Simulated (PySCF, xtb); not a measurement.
**Two structures of F2H3Si2+**

Structure a: `F[Si+](F)[SiH3]`, a singlet. Structure b: a singlet given by its coordinates. Both are isolated ions in the gas phase, relaxed with PBE-D3(BJ)/def2-SVP.

a (Å):

```xyz
7

F    -1.5973   -1.7209   -1.4169
F     0.3696   -2.3824    0.2072
Si   -0.3689   -1.1950   -0.5525
Si    0.2571    1.1093   -0.3783
H    -0.1528    1.6187   -1.7212
H     1.7177    0.9894   -0.0907
H    -0.6125    1.5123    0.7723
```

b (Å):

```json
{"atom": "F", "x (Å)": "-2.2415", "y (Å)": "1.1965", "z (Å)": "-1.3295"}
{"atom": "F", "x (Å)": "-0.8746", "y (Å)": "-0.1274", "z (Å)": "0.3297"}
{"atom": "Si", "x (Å)": "-2.3953", "y (Å)": "-0.3146", "z (Å)": "-0.7764"}
{"atom": "Si", "x (Å)": "0.4658", "y (Å)": "0.9715", "z (Å)": "0.8736"}
{"atom": "H", "x (Å)": "1.0907", "y (Å)": "1.3408", "z (Å)": "-0.4262"}
{"atom": "H", "x (Å)": "1.2356", "y (Å)": "0.0435", "z (Å)": "1.7433"}
{"atom": "H", "x (Å)": "-0.2977", "y (Å)": "2.0511", "z (Å)": "1.5570"}
```

Close contacts (Å): F1–Si3 1.62, F2–Si3 1.89, F2–Si4 1.82, Si4–H5 1.49, Si4–H6 1.49, Si4–H7 1.49.

Quicker runs give these differences E(b) − E(a): GFN2-xTB +15.57 kJ/mol; HF/STO-3G −20.56 kJ/mol (at GFN2-xTB geometries); r2SCAN-D4/def2-SVP +9.53 kJ/mol (at GFN2-xTB geometries).

Estimate which is lower in electronic energy at CCSD(T)/def2-SVP + ΔMP2/def2-TZVPP, and by roughly how much.

The CCSD(T)/def2-SVP + ΔMP2/def2-TZVPP calculation puts structure b lower, by 5.91 kJ/mol.

The same difference at several levels:

| level | geometry | E(b) − E(a) (kJ/mol) | departure from the last row (kJ/mol) | job, with rough time for the two |
| --- | --- | --- | --- | --- |
| GFN2-xTB | GFN2-xTB | +15.57 | +21.48 | optimisation, 0.17 s |
| HF/STO-3G | GFN2-xTB | −20.56 | −14.65 | single point, 1.5 s |
| r2SCAN-D4/def2-SVP | GFN2-xTB | +9.53 | +15.44 | single point, 14 s |
| PBE-D3(BJ)/def2-SVP | PBE-D3(BJ)/def2-SVP | −11.41 | −5.49 | optimisation, 2.2 min |
| HF/def2-SVP | PBE-D3(BJ)/def2-SVP | −54.01 | −48.10 | part of the CCSD(T) run |
| MP2/def2-SVP | PBE-D3(BJ)/def2-SVP | −37.11 | −31.20 | part of the CCSD(T) run |
| CCSD(T)/def2-SVP | PBE-D3(BJ)/def2-SVP | −47.84 | −41.93 | single point |
| CCSD(T)/def2-SVP + ΔMP2/def2-TZVPP | PBE-D3(BJ)/def2-SVP | −5.91 |  | single point, 39 s |

GFN2-xTB, r2SCAN-D4/def2-SVP put the two in the other order. The largest departure from CCSD(T)/def2-SVP + ΔMP2/def2-TZVPP is that of HF/def2-SVP, 48.10 kJ/mol. A small imaginary or near-zero mode remains, so no thermal terms are given. The last row adds to CCSD(T) the change of the MP2 difference between the two basis sets, here +41.93 kJ/mol, a large step that makes the value less sure.

The correlated steps freeze 12 core orbitals. Programs: PySCF 2.14.0, xtb 6.7.1; the last row on 2 threads of Arm Neoverse V1 on a shared host.
